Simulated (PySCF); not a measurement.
# Basis and Hamiltonian dependence of the ionisation energy of Mo²⁺

Mo²⁺ [Kr] 4d4 (5D) → Mo³⁺ [Kr] 4d3 (4F). All values are computed (PySCF 2.14, energy differences of UHF-based or UKS calculations, no spin-orbit coupling). Values in eV.

```tsv
basis	Hamiltonian	functions	UHF	PBE	PBE0	MP2 (valence)	CCSD(T) (valence)	CCSD(T) (valence and next inner shell)
def2-TZVP with the def2 core potential (28 electrons)	ECP	40	26.105	27.310	n/a	26.515	n/a	n/a
x2c-SVPall	spin-free X2C	53	26.092	n/a	n/a	26.516	n/a	n/a
aug-cc-pVDZ-PP with ECP28MDF	ECP	54	26.088	27.319	27.240	26.497	26.571	n/a
def2-TZVPPD with the def2 core potential (28 electrons)	ECP	56	26.081	27.314	27.241	26.605	26.676	26.938
cc-pVTZ-PP with ECP28MDF	ECP	63	26.064	n/a	27.244	26.597	n/a	n/a
ANO-RCC-VTZP	spin-free X2C	68	26.084	27.451	27.354	26.622	26.696	27.011
aug-cc-pwCVDZ-PP with ECP28MDF	ECP	70	26.054	27.311	27.233	26.572	26.647	26.807
x2c-TZVPPall	spin-free X2C	79	26.082	27.461	27.358	26.610	26.681	26.994
def2-QZVPPD with the def2 core potential (28 electrons)	ECP	81	26.079	27.328	27.251	26.635	26.707	26.991
aug-cc-pVTZ-PP with ECP28MDF	ECP	88	26.064	27.321	27.244	26.599	26.671	n/a
x2c-TZVPPall with one added diffuse shell each of s, p, d, f type	spin-free X2C	95	26.083	27.462	27.359	26.612	26.683	26.996
aug-cc-pVTZ-DK	spin-free X2C	102	26.054	27.423	27.320	26.583	26.654	n/a
x2c-QZVPPall	spin-free X2C	111	26.051	27.435	27.328	26.603	26.676	n/a
aug-cc-pwCVTZ-PP with ECP28MDF	ECP	122	26.054	27.317	27.238	26.624	n/a	n/a
```

Frozen in the all-electron rows: valence: [Kr]; valence and next inner shell: [Ar] 3d10; with a core potential, the same shells as far as they lie outside it.

Between the lowest levels the reference is 27.13 ± 0.12 eV (semi-empirical (NIST evaluation); NIST Atomic Spectra Database, ionization energies); it includes spin-orbit coupling, which these numbers lack.
